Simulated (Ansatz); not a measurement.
The cluster Si3S4⁻, 7 atoms. Hardware: 4 threads of Intel Xeon 6975P-C on a shared host.

Correlated methods freeze 35 core orbitals.

(1) How many basis functions does each of these Ansatz runs have, and roughly what does it cost? MP2/def2-TZVPD, charge -1 doublet, energy, from earlier orbitals; PBE0-D4/def2-TZVPD, charge -1 doublet, energy, from earlier orbitals; PBE-D4/def2-SVP, charge -1 doublet, energy with a search over starts; RPA@PBE/def2-TZVPD, charge -1 doublet, energy, from earlier orbitals; r2SCAN-D4/def2-TZVPD, charge -1 doublet, energy, from earlier orbitals; PBE-D4/def2-SVPD, charge -1 doublet, relaxation, 20 steps; LDA (SPW92)/def2-TZVPD, charge -1 doublet, energy, from earlier orbitals; PBE-D4/def2-TZVPD, charge -1 doublet, energy and forces, from earlier orbitals; HF/STO-3G, charge -1 doublet, energy; B3LYP-D4/def2-TZVPD, charge -1 doublet, energy, from earlier orbitals; HF/def2-TZVPD, charge -1 doublet, energy, from earlier orbitals.

Results:

(1) Other jobs shared the machine, so times can vary by a factor of up to 3. A dash marks memory too small to be measured apart from the calling script's.

```json
{"run": "HF/STO-3G, charge -1 doublet, energy", "functions": "63", "fitting or Cholesky vectors": "687", "wall time": "0.6 s", "peak host memory (GiB)": "–"}
{"run": "LDA (SPW92)/def2-TZVPD, charge -1 doublet, energy, from earlier orbitals", "functions": "313", "fitting or Cholesky vectors": "1997", "wall time": "2.9 s", "peak host memory (GiB)": "0.86"}
{"run": "PBE-D4/def2-SVP, charge -1 doublet, energy with a search over starts", "functions": "126", "fitting or Cholesky vectors": "1408", "wall time": "3.1 s", "peak host memory (GiB)": "–"}
{"run": "PBE-D4/def2-TZVPD, charge -1 doublet, energy and forces, from earlier orbitals", "functions": "313", "fitting or Cholesky vectors": "1997", "wall time": "5.5 s", "peak host memory (GiB)": "0.88"}
{"run": "RPA@PBE/def2-TZVPD, charge -1 doublet, energy, from earlier orbitals", "functions": "313", "fitting or Cholesky vectors": "1899", "wall time": "9 s", "peak host memory (GiB)": "1.3"}
{"run": "B3LYP-D4/def2-TZVPD, charge -1 doublet, energy, from earlier orbitals", "functions": "313", "fitting or Cholesky vectors": "1899", "wall time": "9.5 s", "peak host memory (GiB)": "1.6"}
{"run": "PBE0-D4/def2-TZVPD, charge -1 doublet, energy, from earlier orbitals", "functions": "313", "fitting or Cholesky vectors": "1899", "wall time": "11 s", "peak host memory (GiB)": "1.6"}
{"run": "r2SCAN-D4/def2-TZVPD, charge -1 doublet, energy, from earlier orbitals", "functions": "313", "fitting or Cholesky vectors": "1997", "wall time": "11 s", "peak host memory (GiB)": "0.98"}
{"run": "HF/def2-TZVPD, charge -1 doublet, energy, from earlier orbitals", "functions": "313", "fitting or Cholesky vectors": "1899", "wall time": "11 s", "peak host memory (GiB)": "1.5"}
{"run": "MP2/def2-TZVPD, charge -1 doublet, energy, from earlier orbitals", "functions": "313", "fitting or Cholesky vectors": "1899", "wall time": "12 s", "peak host memory (GiB)": "1.5"}
{"run": "PBE-D4/def2-SVPD, charge -1 doublet, relaxation, 20 steps", "functions": "180", "fitting or Cholesky vectors": "1764", "wall time": "32 s", "peak host memory (GiB)": "–"}
```
